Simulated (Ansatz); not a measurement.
Cost and result for the atomization energy of C2H4BrClSi (`Cl[Si]1(Br)CC1`) (9 atoms, 9 bonds).

Cartesian coordinates in Å:
```
Cl -0.079 -2.722 -0.113
Si 0.543 -0.809 0.183
Br 2.592 -0.759 0.968
C -0.086 0.534 -0.864
C -0.651 0.489 0.614
H 0.545 1.386 -1.099
H -0.807 0.318 -1.646
H -1.705 0.248 0.705
H -0.353 1.314 1.254
```

Charge 0, multiplicity 1. Correlated methods include outer-core shells of Br, which these sets cover unevenly. Scalar relativity is left out up to krypton. Geometry: relaxed with PBE0-D4/def2-TZVP. Program: Ansatz. All runs use 4 threads of an Arm Neoverse V1 on a shared host. Times are those of one run each, without the atoms' runs, and a repeat can differ threefold. Electronic energies, without spin–orbit coupling; frozen cores. CCSD(T)/CBS adds CCSD(T) − MP2 in def2-TZVPP to the MP2 limit, and its time is that of the two runs behind it. T1 = 0.009. With those shells the extrapolation isn't a true limit. B3LYP takes the VWN-RPA correlation (the form of Gaussian; ORCA's B3LYP/G).

CCSD(T)/CBS is a level of theory with its own doubt, some kJ/mol a heavy atom from the limit and from the frozen cores, so smaller differences don't rank the functionals.

| level | functions | wall time |
| --- | --- | --- |
| PBE-D4/def2-TZVPP (with forces) | 250 | 3.1 s |
| PBE0-D4/def2-TZVPP | 250 | 4.1 s |
| r2SCAN-D4/def2-TZVPP (with forces) | 250 | 6 s |
| B3LYP-D4/def2-TZVPP (with forces) | 250 | 6.5 s |
| B2PLYP/def2-TZVPP | 250 | 6.5 s |
| ωB97X-V/def2-TZVPP | 250 | 10 s |
| ωB97M-V/def2-TZVPP (with forces) | 250 | 14 s |
| MP2/def2-QZVPP | 463 | 25 s |
| CCSD(T)/def2-TZVPP | 250 | 3.3 min |
| CCSD(T)/CBS(def2) | – | 3.7 min |

What atomization energy does each give, and how far from CCSD(T)/CBS? (Estimate.)

Ansatz gave: 
```tsv
level	atomization (kJ/mol)	difference from CCSD(T)/CBS	per bond
PBE-D4/def2-TZVPP (with forces)	3343.3	67.5	7.5
PBE0-D4/def2-TZVPP	3302.4	26.6	3.0
r2SCAN-D4/def2-TZVPP (with forces)	3300.6	24.8	2.8
B3LYP-D4/def2-TZVPP (with forces)	3245.1	-30.7	-3.4
B2PLYP/def2-TZVPP	3218.5	-57.3	-6.4
ωB97X-V/def2-TZVPP	3284.1	8.3	0.9
ωB97M-V/def2-TZVPP (with forces)	3282.3	6.5	0.7
MP2/def2-QZVPP	3316.7	40.9	4.6
CCSD(T)/def2-TZVPP	3178.8	-97.0	-10.8
CCSD(T)/CBS(def2)	3275.8	0.0	0.0
```

In def2-TZVPP, CCSD(T) changes the Hartree–Fock value by +769.9 kJ/mol (the triples alone add +56.8 kJ/mol) and MP2 by +850.9 kJ/mol; breaking electron pairs costs correlation energy, which Hartree–Fock lacks. From PBE to PBE0 (25 % exact exchange), in def2-TZVPP and without D4, the atomization energy moves by −37.1 kJ/mol: exact exchange takes away binding that semilocal exchange gives to molecules. The D4 term adds +42.6 kJ/mol with B3LYP and +22.3 kJ/mol with PBE0; it sums over pairs of atoms, weighted by their polarisabilities, and B3LYP, whose exchange is more repulsive, gets the larger term.
